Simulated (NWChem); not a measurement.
C$_{2}$H$_{6}$ClSb; SMILES [CH3][Sb]([CH3])[Cl]

All runs: NWChem. The geometry was optimised at PBE0/def2-SVP (def2 core potentials past Kr). No frequency run checked for a minimum.

For level PBE0/STO-3G, non-relativistic:

- highest occupied level (eV): -4.74
- orbital gap (eV): 6.61
- dipole (D): 3.15

Question: What are these values for level PBE0/3-21G, non-relativistic?

Answer: 
| Quantity | Value |
|---|---|
| highest occupied level (eV) | -6.96 |
| orbital gap (eV) | 5.71 |
| dipole (D) | 3.87 |
